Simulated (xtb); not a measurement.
A run for xtb: GFN2-xTB on CH4OSn (SMILES [CH3][Sn][OH]), a point of a torsion scan.

```
$ xtb mol.xyz --gfn 2 --opt vtight --chrg 0 --uhf 0 --input xcontrol
7

C     -1.06704617    -0.08300925     0.03920669
Sn     0.60333021     1.25267605    -0.09808136
O      2.30238250     0.29158168     0.14339396
H     -0.81725401    -0.99093237    -0.56454423
H     -1.96693530     0.34927256    -0.40159101
H     -1.25566704    -0.29788873     1.10028121
H      2.17325233    -0.66812340     0.29471867
$constrain
  force constant=1.0
  dihedral: 1,2,3,7,0.0
$end
```

The log:

```
[...]
           -------------------------------------------------
          |                Calculation Setup                |
           -------------------------------------------------



           -------------------------------------------------
          |                 G F N 2 - x T B                 |
           -------------------------------------------------

        Reference                      10.1021/acs.jctc.8b01176
      * Hamiltonian:
        H0-scaling (s, p, d)           1.850000    2.230000    2.230000
        zeta-weighting                 0.500000
      * Dispersion:
        s8                             2.700000
        a1                             0.520000
        a2                             5.000000
        s9                             5.000000
      * Repulsion:
        kExp                           1.500000    1.000000
        rExp                           1.000000
      * Coulomb:
        alpha                          2.000000
        third order                    shell-resolved
        anisotropic                    true
        a3                             3.000000
        a5                             4.000000
        cn-shift                       1.200000
        cn-exp                         4.000000
        max-rad                        5.000000


          ...................................................
          :                      SETUP                      :
          :.................................................:
          :  # basis functions                  22          :
          :  # atomic orbitals                  21          :
          :  # shells                           11          :
          :  # electrons                        18          :
          :  max. iterations                   250          :
          :  Hamiltonian                  GFN2-xTB          :
          :  restarted?                      false          :
          :  GBSA solvation                  false          :
          :  PC potential                    false          :
          :  electronic temp.          300.0000000     K    :
          :  accuracy                    1.0000000          :
          :  -> integral cutoff          0.2500000E+02      :
          :  -> integral neglect         0.1000000E-07      :
          :  -> SCF convergence          0.1000000E-05 Eh   :
          :  -> wf. convergence          0.1000000E-03 e    :
          :  Broyden damping             0.4000000          :
          :  net charge                          0          :
          :  unpaired electrons                  0          :
          ...................................................

 iter      E             dE          RMSdq      gap      omega  full diag
   1     -9.8106349 -0.981063E+01  0.342E+01    1.67       0.0  T
   2     -9.9651640 -0.154529E+00  0.201E+01    6.17       1.0  T
   3    -10.4147264 -0.449562E+00  0.650E+00    3.24       1.0  T
   4    -10.1398173  0.274909E+00  0.175E+01    2.30       1.0  T
   5    -10.3862150 -0.246398E+00  0.728E+00    2.89       1.0  T
   6    -10.4177401 -0.315251E-01  0.406E-01    3.36       1.0  T
   7    -10.4177340  0.609023E-05  0.430E-01    3.33       1.0  T
   8    -10.4177519 -0.178733E-04  0.525E-02    3.35       1.0  T
   9    -10.4177521 -0.223764E-06  0.236E-02    3.35       1.6  T
  10    -10.4177521  0.676607E-07  0.551E-03    3.34       6.9  T
  11    -10.4177522 -0.107467E-06  0.298E-03    3.34      12.7  T
  12    -10.4177522 -0.217741E-07  0.883E-04    3.34      42.8  T
  13    -10.4177522 -0.330187E-08  0.135E-04    3.34     279.4  T

   *** convergence criteria satisfied after 13 iterations ***

         #    Occupation            Energy/Eh            Energy/eV
      -------------------------------------------------------------
         1        2.0000           -0.8051941             -21.9104
       ...           ...                  ...                  ...
         3        2.0000           -0.5602013             -15.2439
         4        2.0000           -0.5188013             -14.1173
         5        2.0000           -0.4636942             -12.6178
         6        2.0000           -0.4582120             -12.4686
         7        2.0000           -0.4357281             -11.8568
         8        2.0000           -0.4303169             -11.7095
         9        2.0000           -0.3596049              -9.7853 (HOMO)
        10                         -0.2366803              -6.4404 (LUMO)
        11                         -0.1395246              -3.7967
        12                         -0.1082900              -2.9467
        13                         -0.0879680              -2.3937
        14                         -0.0521020              -1.4178
       ...                                ...                  ...
        21                          0.5094837              13.8638
      -------------------------------------------------------------
                  HL-Ga
[...]
    -0.2432929              -6.6203 (LUMO)
        11                         -0.1561934              -4.2502
        12                         -0.1441425              -3.9223
        13                         -0.0872255              -2.3735
        14                         -0.0743396              -2.0229
       ...                                ...                  ...
        21                          0.4559392              12.4067
      -------------------------------------------------------------
                  HL-Gap            0.1220801 Eh            3.3220 eV
             Fermi-level           -0.3043330 Eh           -8.2813 eV

 SCC (total)                   0 d,  0 h,  0 min,  0.001 sec
 SCC setup                      ...        0 min,  0.000 sec (  2.568%)
 Dispersion                     ...        0 min,  0.000 sec (  0.743%)
 classical contributions        ...        0 min,  0.000 sec (  0.319%)
 integral evaluation            ...        0 min,  0.000 sec ( 27.529%)
 iterations                     ...        0 min,  0.000 sec ( 20.216%)
 molecular gradient             ...        0 min,  0.001 sec ( 44.357%)
 printout                       ...        0 min,  0.000 sec (  3.918%)

         :::::::::::::::::::::::::::::::::::::::::::::::::::::
         ::                     SUMMARY                     ::
         :::::::::::::::::::::::::::::::::::::::::::::::::::::
         :: total energy             -10.367372505874 Eh    ::
         :: gradient norm              0.000030419506 Eh/a0 ::
         :: HOMO-LUMO gap              3.321969403979 eV    ::
         ::.................................................::
         :: SCC energy               -10.437545592477 Eh    ::
         :: -> isotropic ES            0.031573302657 Eh    ::
         :: -> anisotropic ES          0.003516451647 Eh    ::
         :: -> anisotropic XC          0.000548783035 Eh    ::
         :: -> dispersion             -0.003055440331 Eh    ::
         :: repulsion energy           0.070173086563 Eh    ::
         :: add. restraining           0.000000000040 Eh    ::
         :: total charge               0.000000000000 e     ::
         :::::::::::::::::::::::::::::::::::::::::::::::::::::

           -------------------------------------------------
          |                Property Printout                |
           -------------------------------------------------

    * Orbital Energies and Occupations

         #    Occupation            Energy/Eh            Energy/eV
      -------------------------------------------------------------
         1        2.0000           -0.8095645             -22.0294
         2        2.0000           -0.6305630             -17.1585
         3        2.0000           -0.5526393             -15.0381
         4        2.0000           -0.5085842             -13.8393
         5        2.0000           -0.4495195             -12.2320
         6        2.0000           -0.4473725             -12.1736
         7        2.0000           -0.4229913             -11.5102
         8        2.0000           -0.4192455             -11.4083
         9        2.0000           -0.3653731              -9.9423 (HOMO)
        10                         -0.2432929              -6.6203 (LUMO)
        11                         -0.1561934              -4.2502
        12                         -0.1441425              -3.9223
        13                         -0.0872255              -2.3735
        14                         -0.0743396              -2.0229
        15                         -0.0349869              -0.9520
        16                          0.0096988               0.2639
        17                          0.1368824               3.7248
        18                          0.2329749               6.3396
        19                          0.2428049               6.6071
        20                          0.2543871               6.9222
        21                          0.4559392              12.4067
      -------------------------------------------------------------
                  HL-Gap            0.1220801 Eh            3.3220 eV
             Fermi-level           -0.3043330 Eh           -8.2813 eV

     #   Z          covCN         q      C6AA      α(0)
     1   6 C        3.617    -0.222    25.494     7.283
     2  50 Sn       1.610     0.361   449.780    45.635
     3   8 O        1.570    -0.549    24.026     6.614
     4   1 H        0.924     0.044     2.398     2.422
Note: The following floating-point exceptions are signalling: IEEE_UNDERFLOW_FLAG IEEE_DENORMAL
normal termination of xtb
     5   1 H        0.924     0.032     2.552     2.498
     6   1 H        0.924     0.043     2.411     2.428
     7   1 H        0.807     0.291     0.749     1.359

 Mol. C6AA /au·bohr⁶  :       1309.487231
 Mol. C8AA /au·bohr⁸  :      91758.896761
 Mol. α(0) /au        :         68.239087


Wiberg/Mayer (AO) data.
largest (>0.10) Wiberg bond orders for each atom

 ---------------------------------------------------------------------------
     #   Z sym  total        # sym  WBO       # sym  WBO       # sym  WBO
 ---------------------------------------------------------------------------
     1   6 C    3.929 --     2 Sn   1.064     5 H    0.959     4 H    0.941
                             6 H    0.941
     2  50 Sn   2.439 --     3 O    1.206     1 C    1.064
     3   8 O    2.122 --     2 Sn   1.206     7 H    0.890
     4   1 H    0.998 --     1 C    0.941
     5   1 H    0.999 --     1 C    0.959
     6   1 H    0.998 --     1 C    0.941
     7   1 H    0.915 --     3 O    0.890
 ---------------------------------------------------------------------------

Topologies differ in total number of bonds
Writing topology from bond orders to xtbtopo.mol

molecular dipole:
                 x           y           z       tot (Debye)
 q only:       -0.522       0.330      -0.106
   full:       -0.652       0.693      -0.190       2.466
molecular quadrupole (traceless):
                xx          xy          yy          xz          yz          zz
 q only:       -6.261      -1.684       5.444      -0.228      -1.074       0.817
  q+dip:       -7.971      -0.404       8.919      -0.516      -2.069      -0.948
   full:      -10.135      -1.626       7.634      -0.660      -1.103       2.501

           -------------------------------------------------
          |                Geometry Summary                 |
           -------------------------------------------------

      molecular mass/u    :      150.7520164
   center of mass at/Å    :        0.6516410       1.1659130      -0.1347613
  moments of inertia/u·Å² :        0.5845451E+02   0.8867717E+02   0.1440187E+03
rotational constants/cm⁻¹ :        0.2883889E+00   0.1901012E+00   0.1170517E+00

 * 4 selected distances

     #   Z          #   Z                                           value/Å
     1   6 C        4   1 H                                       1.0931748
     1   6 C        5   1 H                                       1.0907755
     1   6 C        6   1 H                                       1.0935242 (max)
     3   8 O        7   1 H                                       0.9544328 (min)

 * 2 distinct bonds (by element types)

   Z      Z             #   av. dist./Å        max./Å        min./Å
   1 H    6 C           3     1.0924915     1.0935242     1.0907755
   1 H    8 O           1     0.9544328     0.9544328     0.9544328


optimized geometry written to: xtbopt.xyz


           -------------------------------------------------
          | TOTAL ENERGY              -10.367372505874 Eh   |
          | GRADIENT NORM               0.000030419506 Eh/α |
          | HOMO-LUMO GAP               3.321969403979 eV   |
           -------------------------------------------------

------------------------------------------------------------------------
------------------------------------------------------------------------
 total:
 SCF:
 ANC optimizer:
```

The run finished.

Warnings raised: the energy holds the restraint's term.

Cost: about 0.15 core-seconds (a rough figure).
